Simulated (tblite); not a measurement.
Compound: C2H8FO2Si2 (doublet state).
Atom-mapped SMILES: `[OH:1][SiH2:2][O:3][C@@H:4]([SiH3:5])[CH:6][F:7]` (hydrogens: H8 on O1; H9, H10 on Si2; H11 on C4; H12, H13, H14 on Si5; H15 on C6)

The geometry is computed with GFN2-xTB (gas phase). This method treats the open shell by occupation alone, without spin polarisation.

**Question.** What internal coordinates does the optimisation give?

**Answer.** 
| bond | length (Å) | order |
| --- | --- | --- |
| O1–Si2 | 1.615 | single |
| Si2–O3 | 1.628 | single |
| O3–C4 | 1.398 | single |
| C4–Si5 | 1.966 | single |
| C4–C6 | 1.451 | single |
| C6–F7 | 1.356 | single |
| O1–H8 | 0.954 | single |
| Si2–H9 | 1.463 | single |
| Si2–H10 | 1.458 | single |
| C4–H11 | 1.096 | single |
| Si5–H12, Si5–H13, Si5–H14 | 1.460 | single |
| C6–H15 | 1.076 | single |

Bonds in one row agree within 0.01 Å and their mean is given. Orders are formal, as drawn. A selection of angles:
| angle | degrees |
| --- | --- |
| Si2–O1–H8 | 120.5 |
| O1–Si2–O3 | 104.8 |
| O1–Si2–H9 | 112.2 |
| O1–Si2–H10 | 104.6 |
| O3–Si2–H9 | 109.8 |
| O3–Si2–H10 | 112.3 |
| H9–Si2–H10 | 112.8 |
| Si2–O3–C4 | 127.6 |
| O3–C4–Si5 | 105.1 |
| O3–C4–C6 | 111.4 |
| O3–C4–H11 | 111.5 |
| Si5–C4–C6 | 110.8 |
| Si5–C4–H11 | 107.8 |
| C6–C4–H11 | 110.0 |
| C4–Si5–H12 | 105.7 |
| C4–Si5–H13 | 106.6 |
| H12–Si5–H13 | 113.2 |
| H12–Si5–H14 | 112.0 |
| C4–C6–F7 | 116.5 |
| C4–C6–H15 | 123.4 |
| F7–C6–H15 | 113.0 |

Dihedral angles: O1–Si2–O3–C4 -178° (antiperiplanar); Si2–O3–C4–Si5 108° (anticlinal); O3–C4–C6–F7 169° (antiperiplanar); H8–O1–Si2–O3 -33° (synclinal).

C6 (carbon bonded to C, F and H) has angles 123.4°, 116.5° and 113.0°, sum 352.9°, 0.20 Å off the plane of its three neighbours. Si5 (silicon bonded to C and 3 H) is distorted tetrahedral (angles from 105.7° to 113.2°). Si2 (silicon bonded to 2 O and 2 H) is distorted tetrahedral (angles from 104.6° to 112.8°). O1 (oxygen bonded to Si and H) is bent (angle 120.5°).

Point group: C1 (no symmetry element, even within 0.4 Å). Its lowest GFN2-xTB frequency is 9 cm⁻¹, too small to tell a flat minimum from a shallow saddle. Torsions: H–O1–Si2–O3 -33°, O1–Si2–O3–C4 -178°, Si2–O3–C4–Si5 108°, O3–C4–C6–F7 169°. 3 starts were optimised and ended at 0.00, 0.24 and 1.73 kcal/mol (GFN2-xTB); the lowest of these is shown.

On one thread of an Arm Neoverse N1, shared host with 64 logical CPUs at a one-minute load of 52, this took 1.2 s of wall time. These figures are those of the optimisation.

One conformer stands for the species.
